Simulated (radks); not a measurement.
Polarisability of the bromine ion Br2+, [Ar] 3d10 4s2 4p3, at imaginary frequency. Calculated with a radial shooting solver on a logarithmic mesh with Libxc functionals: non-relativistic Kohn-Sham, LB94 model potential, spin-polarised, spherical densities, point nucleus; open shells are filled with parallel spins first. Response by self-consistent Sternheimer equations with the Hartree and adiabatic LDA kernel.

w (hartree),alpha1(iw) (bohr^3)
0.00266,8.338
0.0143,8.335
0.0360,8.318
0.0697,8.262
0.118,8.124
0.186,7.829
0.280,7.270
0.413,6.340
0.605,5.023
0.892,3.507
1.35,2.130
2.12,1.138
3.59,0.5453
6.94,0.2235
17.5,0.05723

Static values: alpha1 = 8.338 bohr^3 (1.236 angstrom^3; uncoupled 13.14). C6 = 40.32, triple-dipole C9 = 244.4 atomic units. One-pole (London) frequency 4 C6 / (3 alpha1^2) = 0.773 hartree, against 1.279 for minus the highest occupied eigenvalue.
